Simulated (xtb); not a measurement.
Cl$_{3}$Lu, quintet, geometry from GFN2-xTB of the parent state (such geometries of metal compounds can be far from the true shape) (another spin typed on purpose, not shown lowest); GFN1-xTB in xtb.

Here is a job for xtb.
```
$ xtb mol.xyz --gfn 1 --chrg 0 --uhf 4 --json

# file mol.xyz
4

Lu     0.11745897     0.35785999     0.22337050
Cl     1.81101761    -0.79670120    -0.87104379
Cl    -0.88627084    -1.35131577     1.43586369
Cl    -1.41531070     0.65342525    -1.49772024
```

Question: Predict the main parts of the log of this xtb run.

Answer: 
```
   ID    Z sym.   atoms
    1   71 Lu     1
    2   17 Cl     2-4

           -------------------------------------------------
          |                Calculation Setup                |
           -------------------------------------------------

           -------------------------------------------------
          |                 G F N 1 - x T B                 |
           -------------------------------------------------

          ...................................................
          :                      SETUP                      :
          :.................................................:
          :  # basis functions                  40          :
          :  # atomic orbitals                  36          :
          :  # shells                           12          :
          :  # electrons                        24          :
          :  # halogen bonds                     0          :
          :  max. iterations                   250          :
          :  Hamiltonian                  GFN1-xTB          :
          :  restarted?                      false          :
          :  GBSA solvation                  false          :
          :  PC potential                    false          :
          :  electronic temp.          300.0000000     K    :
          :  accuracy                    1.0000000          :
          :  -> integral cutoff          0.2500000E+02      :
          :  -> integral neglect         0.1000000E-07      :
          :  -> SCF convergence          0.1000000E-05 Eh   :
          :  -> wf. convergence          0.2000000E-04 e    :
          :  Broyden damping             0.4000000          :
          :  net charge                          0          :
          :  unpaired electrons                  4          :
          ...................................................

 iter      E             dE          RMSdq      gap      omega  full diag
   1    -13.2888635 -0.132889E+02  0.104E+01    0.00       0.0  T
   2    -13.4409914 -0.152128E+00  0.496E+00    0.00       1.0  T
   3    -13.4415705 -0.579096E-03  0.243E+00    0.00       1.0  T
   4    -13.4415947 -0.241536E-04  0.928E-02    0.00       1.0  T
   5    -13.4416043 -0.964769E-05  0.205E-02    0.00       2.4  T
   6    -13.4416047 -0.376587E-06  0.757E-03    0.00       6.6  T
   7    -13.4416048 -0.513786E-07  0.595E-03    0.00       8.4  T
   8    -13.4416048 -0.369499E-07  0.202E-04    0.00     248.1  T
   9    -13.4416048 -0.634159E-12  0.120E-04    0.00     418.4  T
  10    -13.4416048 -0.355662E-10  0.432E-05    0.00    1157.0  T

   *** convergence criteria satisfied after 10 iterations ***

         :::::::::::::::::::::::::::::::::::::::::::::::::::::
         ::                     SUMMARY                     ::
         :::::::::::::::::::::::::::::::::::::::::::::::::::::
         :: total energy             -13.420353506224 Eh    ::
         :: gradient norm              0.036005738643 Eh/a0 ::
         :: HOMO-LUMO gap              0.000000000257 eV    ::
         ::.................................................::
         :: SCC energy               -13.441604788682 Eh    ::
         :: -> electrostatic           0.014835762925 Eh    ::
         :: repulsion energy           0.023137821705 Eh    ::
         :: dispersion energy         -0.001886539247 Eh    ::
         :: halogen bond corr.         0.000000000000 Eh    ::
         :: add. restraining           0.000000000000 Eh    ::
         :: total charge              -0.000000000019 e     ::
         :::::::::::::::::::::::::::::::::::::::::::::::::::::

           -------------------------------------------------
          |                Property Printout                |
           -------------------------------------------------

    * Orbital Energies and Occupations

         #    Occupation            Energy/Eh            Energy/eV
      -------------------------------------------------------------
         1        2.0000           -0.9611625             -26.1546
         2        2.0000           -0.9562659             -26.0213
         3        2.0000           -0.9562659             -26.0213
         4        2.0000           -0.5427474             -14.7689
         5        2.0000           -0.5102093             -13.8835
         6        2.0000           -0.5093368             -13.8598
         7        2.0000           -0.5093368             -13.8598
         8        1.9931           -0.5013789             -13.6432
         9        1.9931           -0.5013789             -13.6432
        10        1.6811           -0.4973799             -13.5344
        11        1.1663           -0.4951276             -13.4731
        12        1.1663           -0.4951276             -13.4731
        13        0.9352           -0.1929269              -5.2498
        14        0.5323           -0.1905142              -5.1842 (HOMO)
        15        0.5323           -0.1905142              -5.1842 (LUMO)
        16        0.0001           -0.1820063              -4.9526
        17        0.0001           -0.1820063              -4.9526
        18                         -0.1097760              -2.9872
        19                         -0.0805945              -2.1931
        20                         -0.0805559              -2.1920
        21                         -0.0805559              -2.1920
        22                         -0.0802076              -2.1826
        23                         -0.0797767              -2.1708
        24                         -0.0797767              -2.1708
        25                         -0.0794445              -2.1618
       ...                                ...                  ...
        36                          0.4888647              13.3027
      -------------------------------------------------------------
                  HL-Gap            0.0000000 Eh            0.0000 eV
             Fermi-level           -0.3435251 Eh           -9.3478 eV

  Mulliken/CM5 charges         n(s)   n(p)   n(d)
     1Lu    0.12593  0.49914   0.419  0.512  1.943
     2Cl   -0.04198 -0.16638   1.872  5.171 -0.001
     3Cl   -0.04198 -0.16638   1.872  5.171 -0.001
     4Cl   -0.04198 -0.16638   1.872  5.171 -0.001

Wiberg/Mayer (AO) data.
largest (>0.10) Wiberg bond orders for each atom

 ---------------------------------------------------------------------------
     #   Z sym  total        # sym  WBO       # sym  WBO       # sym  WBO
 ---------------------------------------------------------------------------
     1  71 Lu   1.501 --     4 Cl   0.500     2 Cl   0.500     3 Cl   0.500
     2  17 Cl   0.949 --     1 Lu   0.500     3 Cl   0.224     4 Cl   0.224
     3  17 Cl   0.949 --     1 Lu   0.500     4 Cl   0.224     2 Cl   0.224
     4  17 Cl   0.949 --     1 Lu   0.500     3 Cl   0.224     2 Cl   0.224
 ---------------------------------------------------------------------------

Topologies differ in total number of bonds
Writing topology from bond orders to xtbtopo.mol

 dipole moment from electron density (au)
     X       Y       Z
   0.2557   0.7790   0.4862  total (Debye):    2.423

           -------------------------------------------------
          | TOTAL ENERGY              -13.420353506224 Eh   |
          | GRADIENT NORM               0.036005738643 Eh/α |
          | HOMO-LUMO GAP               0.000000000257 eV   |
           -------------------------------------------------

normal termination of xtb
```
